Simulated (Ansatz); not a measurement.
Rb8⁻, relaxed as a doublet with UKS PBE/def2-SVPD in Ansatz, starting from the GFN2-xTB geometry. Force threshold 0.02 eV/Å.

In the def2 sets Rb takes a core potential; there is no spin–orbit coupling. The highest occupied level of the charge -1 doublet lies above zero (up to 0.07 eV). It is a level of α spin, whose loss leaves a singlet; that state wasn't run at this geometry and level. The electron is either unbound and held by the finite basis, or the level is raised by self-interaction error. The relaxation made no stability test and no search for a lower SCF solution. Another isomer (doublet) lies 0.06 eV lower at PBE0/def2-TZVPD; other spin states weren't run for this one.

Start:

Cartesian coordinates in Å:
```
Rb -1.592 -2.884 -2.978
Rb 3.054 0.825 -3.711
Rb -0.423 3.354 3.901
Rb 3.026 2.363 2.191
Rb -4.808 -1.406 -1.148
Rb -1.629 3.412 -1.842
Rb -1.165 -2.383 3.326
Rb 3.537 -3.280 0.261
```

```json
{"step": "1", "energy (eV)": "-5246.1090", "largest force component (eV/Å)": "0.249", "SCF passes": "33"}
{"step": "2", "energy (eV)": "-5246.1507", "largest force component (eV/Å)": "0.236", "SCF passes": "29"}
{"step": "3", "energy (eV)": "-5246.3827", "largest force component (eV/Å)": "0.164", "SCF passes": "40"}
{"step": "4", "energy (eV)": "-5246.5634", "largest force component (eV/Å)": "0.138", "SCF passes": "42"}
{"step": "5", "energy (eV)": "-5246.7070", "largest force component (eV/Å)": "0.113", "SCF passes": "51"}
{"step": "6", "energy (eV)": "-5246.8067", "largest force component (eV/Å)": "0.132", "SCF passes": "100"}
{"step": "7", "energy (eV)": "-5246.9100", "largest force component (eV/Å)": "0.076", "SCF passes": "40"}
{"step": "8", "energy (eV)": "-5246.9604", "largest force component (eV/Å)": "0.040", "SCF passes": "39"}
{"step": "9", "energy (eV)": "-5246.9825", "largest force component (eV/Å)": "0.016", "SCF passes": "38"}
{"step": "10", "energy (eV)": "-5246.9859", "largest force component (eV/Å)": "0.014", "SCF passes": "30"}
{"step": "11", "energy (eV)": "-5246.9885", "largest force component (eV/Å)": "0.012", "SCF passes": "38"}
{"step": "12", "energy (eV)": "-5246.9927", "largest force component (eV/Å)": "0.018", "SCF passes": "42"}
```

Force components are those of the run's own axes.

End:

Cartesian coordinates in Å:
```
Rb -0.773 -2.523 -2.667
Rb 2.714 0.620 -3.371
Rb -1.649 3.102 3.667
Rb 2.777 1.646 1.506
Rb -4.514 -0.640 -0.257
Rb -1.025 2.441 -1.271
Rb -0.640 -1.587 2.368
Rb 3.111 -3.058 0.024
```

Bonds formed: Rb1–Rb2, Rb1–Rb6, Rb1–Rb7, Rb1–Rb8, Rb2–Rb4, Rb2–Rb6, Rb2–Rb8, Rb3–Rb6 (atoms count from 1). Metal–metal contacts that move far: Rb3–Rb4 3.97 to 5.14 Å.

The force fell under the threshold at step 9, but the optimiser went on and released 0.010 eV more. No frequencies were taken in this run, so the end may be a saddle point.

Hardware: 4 threads of Arm Neoverse V1 on a shared host. Wall time 2.8 min, peak host memory 0.99 GiB.
